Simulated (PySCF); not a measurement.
Bond stretch in CH (cation, charge +1), singlet.

Methods: UMP2 = MP2 on UHF/6-31G, 1 core orbital frozen (PySCF); UKS-B3LYP = unrestricted B3LYP/6-31G run with PySCF; RMP2 = MP2 on RHF/6-31G, 1 core orbital frozen run with PySCF; RKS-TPSSh = restricted TPSSh/6-31G run with PySCF; RCCSD = CCSD on RHF/6-31G, 1 core orbital frozen in PySCF.

Energies are in kcal/mol, each relative to the lowest point of its own curve near equilibrium.

```csv
R / Å,UMP2,UKS-B3LYP,RMP2,RKS-TPSSh,RCCSD
0.85,47.1,49.4,48.5,49.9,50.2
0.92,22.1,24.1,23.1,24.4,24.6
0.96,13.0,14.7,13.8,14.9,15.0
1.02,4.5,5.7,5.0,5.8,5.9
1.07,1.0,1.7,1.3,1.8,1.8
1.10,?,?,?,0.6,0.6
1.14,0.0,0.0,0.0,0.0,0.0
1.17,0.6,0.3,?,0.3,0.2
1.20,1.6,1.0,?,1.0,0.9
1.26,4.8,3.5,4.4,3.5,3.3
1.33,9.8,7.8,9.1,7.8,7.3
1.41,16.4,13.6,15.5,13.8,12.7
1.54,28.0,24.1,26.7,24.5,22.2
1.69,?,36.2,39.7,37.0,32.9
1.90,60.4,51.5,56.4,53.4,46.0
2.04,65.0,59.3,66.4,63.2,53.2
2.29,68.1,67.7,81.7,78.2,63.4
2.52,69.9,71.6,93.0,89.2,69.8
2.78,71.3,74.5,102.7,98.7,74.3
3.11,72.3,77.1,110.7,106.9,77.1
3.45,72.9,78.5,115.0,111.8,78.2
3.99,73.2,79.0,115.8,115.3,78.6
4.54,73.3,78.4,112.2,116.0,—
```

Fill in the missing entries.


- 1.10, UMP2: 0.1
- 1.10, UKS-B3LYP: 0.5
- 1.10, RMP2: 0.3
- 1.17, RMP2: 0.5
- 1.20, RMP2: 1.4
- 1.69, UMP2: 45.2

Dashes: no converged value, or the column stops at the first point that the program doubted or that broke a chosen test of continuity, which isn't proof of a fault.

The unrestricted determinant behind UMP2, UKS-B3LYP is spin-contaminated at 0.85 to 4.54 Å (<S²> up to 1.0, against 0.00 for a pure singlet). At the longest distance UKS-B3LYP, RKS-TPSSh leaves fractional charges on the fragments, a sign of delocalisation error or of the restricted form. The restricted form behind RMP2, RKS-TPSSh keeps the bonding electrons paired and can't separate into open-shell fragments. The T1 diagnostic of CCSD on the restricted reference of RMP2, RCCSD exceeds 0.045 at 2.04 to 4.54 Å.
